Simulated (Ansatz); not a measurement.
# Relative stability

The two ends of one reaction step of SiH3ClO2, closed shell (PBE0-D4/def2-TZVP).

A:

| atom | x (Å) | y (Å) | z (Å) |
| --- | --- | --- | --- |
| Si1 | -0.6945 | 0.2832 | 0.3466 |
| O2 | 1.0724 | 0.0695 | -0.4011 |
| O3 | -1.4172 | 0.6821 | -0.9338 |
| H4 | 0.8126 | 0.2300 | -1.3280 |
| H5 | -0.3760 | 1.1720 | 1.4788 |
| Cl6 | -0.8243 | -1.6094 | 1.1639 |
| H7 | 1.4271 | -0.8277 | -0.3265 |

B:

```
atom    x (Å)    y (Å)    z (Å)
 Si1  -0.1495   0.1838   0.3014
  O2   1.3979  -0.1166  -0.1176
  O3  -0.9279   0.8554  -0.9519
  H4  -0.8712   0.4281  -1.8085
  H5  -0.2856   1.1213   1.4243
 Cl6  -0.9994  -1.6050   0.8661
  H7   1.8359  -0.8672   0.2861
```

Computed with Ansatz 0.2.0 (basis: def2-TZVPP); correlated methods freeze the cores. B3LYP uses VWN-RPA correlation.

Q: Which structure is lower at CCSD(T), and by how much? (To be estimated.)

A: By the calculation: B, by 209.7 kJ/mol (electronic energy, against the other). By their contacts, A is SiH₃ClO₂ ([O][SiH]([OH2])[Cl]) and B is SiH₃ClO₂ ([OH][SiH]([OH])[Cl]).

All methods give the same order:

```json
{"method": "SPW92", "E(B) − E(A) (kJ/mol)": "-191.4"}
{"method": "PBE-D4", "E(B) − E(A) (kJ/mol)": "-187.8"}
{"method": "BLYP-D4", "E(B) − E(A) (kJ/mol)": "-188.3"}
{"method": "r2SCAN-D4", "E(B) − E(A) (kJ/mol)": "-204.5"}
{"method": "B97M-V", "E(B) − E(A) (kJ/mol)": "-206.5"}
{"method": "PBE0-D4", "E(B) − E(A) (kJ/mol)": "-206.8"}
{"method": "B3LYP-D4", "E(B) − E(A) (kJ/mol)": "-204.4"}
{"method": "r2SCAN0-D4", "E(B) − E(A) (kJ/mol)": "-216.7"}
{"method": "BHLYP-D4", "E(B) − E(A) (kJ/mol)": "-224.1"}
{"method": "CAM-B3LYP-D4", "E(B) − E(A) (kJ/mol)": "-211.7"}
{"method": "wB97X-V", "E(B) − E(A) (kJ/mol)": "-211.3"}
{"method": "wB97M-V", "E(B) − E(A) (kJ/mol)": "-206.8"}
{"method": "B2PLYP", "E(B) − E(A) (kJ/mol)": "-205.3"}
{"method": "PBE-QIDH", "E(B) − E(A) (kJ/mol)": "-214.6"}
{"method": "RPA on PBE", "E(B) − E(A) (kJ/mol)": "-204.5"}
{"method": "HF", "E(B) − E(A) (kJ/mol)": "-245.4"}
{"method": "MP2", "E(B) − E(A) (kJ/mol)": "-206.1"}
{"method": "CCSD", "E(B) − E(A) (kJ/mol)": "-217.0"}
{"method": "CCSD(T)", "E(B) − E(A) (kJ/mol)": "-209.7"}
```

T1 diagnostic: at most 0.014.

Labels in which every atom is bracketed show which atoms are joined, not bond orders.

For scale, one of the runs: CCSD(T)/def2-TZVPP, 188 basis functions, launched by `ansatz run in.yaml --threads 2 --pin off --events-out ev --progress --plain --max-ram 4352MiB`. Time: 64 s of wall clock on 2 CPU threads of an Arm Neoverse V2; the host was shared. Peak host memory: 1.9 GiB.
